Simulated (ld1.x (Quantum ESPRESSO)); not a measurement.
Results of a calculation; reference values are marked as such.
## Potentials for tin (Sn) compared

Generated with ld1.x 7.5 (TM, RRKJ, ultrasoft, PAW), atompaw 4.2 or ONCVPSP 4.0.1. The cutoff is in Ry: for ld1.x and atompaw files where the sum of valence levels is converged to 10 mRy in a Bessel basis, for ONCV files where the hardest occupied wave has 1 mHa per electron of residual kinetic energy. The error is the largest all-electron minus pseudo excitation energy over each file’s own four to seven test configurations (ionisations up to +4, promotions, holes and added fractions of an electron), all of which were solved. The labels leave out finer settings (local radius, basis sizes, second energies), which also bear on the numbers. Spin-polarised tests are not counted. The rows are a selection from randomly drawn settings: files with unsolved tests, undetermined cutoffs or missed reference levels are left out.

| potential | cutoff (Ry) | largest error (meV) | bound ghosts |
| --- | --- | --- | --- |
| TM, PBE, scalar-relativistic, rc 1.82/2.10/1.78 (spd), local s, core correction no, reference 4d10 5s2 5p1 | 70 | +113 | none |
| TM semilocal, PBE, scalar-relativistic, rc 1.85/2.45/2.50 (spd), local d, core correction no, reference 5s2 5p2 | 21 | +146 | none |
| TM semilocal, PBE, scalar-relativistic, rc 1.70/1.90/1.60 (spd), local s, core correction yes, reference 5s2 5p2 | 30 | -337 | none |
| RRKJ, PBEsol, scalar-relativistic, rc 2.05/2.55 (sp), local p, core correction yes, reference 5s2 5p2 | 30 | -335 | none |

Fill in the row for Sn: PAW, PBE, scalar-relativistic, rc 1.85/2.30/1.35 (spd), local smoothed, core correction yes, reference 4d10 5s2 5p2.

cutoff 90 Ry, largest error -58 meV, bound ghosts: none.
